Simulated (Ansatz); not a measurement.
Program: Ansatz. Geometries: PBE0-D4/def2-TZVP. ΔE: electronic, gas phase. CCSD(T)/CBS adds triple-zeta CCSD(T) − MP2 to the extrapolated MP2 energy (def2 sets, frozen cores). This one scheme is used for every species. DFT in def2-TZVPP. One conformer a species, not always the lowest.

`BC1[SiH2]S1` + `O[SiH3]` → `[SiH3]OC1[SiH2]S1` + BH₃  (substitution at a C–B bond)

CCSD(T)/CBS gives +34.0 kcal/mol.

Task: Another level gave +34.7 kcal/mol. Which?
A. HF/def2-TZVPP
B. PBE/def2-TZVPP
C. B2PLYP/def2-TZVPP
D. ωB97X-V/def2-TZVPP

Result: B. PBE 34.7, B2PLYP 33.3, HF/def2-TZVPP 30.3, ωB97X-V 31.9 kcal/mol.

Largest T1 diagnostic among the species: 0.014.

The D4 term adds −1.4 kcal/mol with B3LYP and −0.9 kcal/mol with PBE0; it sums over pairs of atoms, weighted by their polarisabilities, and B3LYP, whose exchange is more repulsive, gets the larger term. In def2-TZVPP, CCSD(T) changes the Hartree–Fock value by +3.1 kcal/mol (the triples alone add +0.2 kcal/mol) and MP2 by +4.9 kcal/mol.

B3LYP here is the variant with VWN-RPA as its local correlation; programs differ in this.
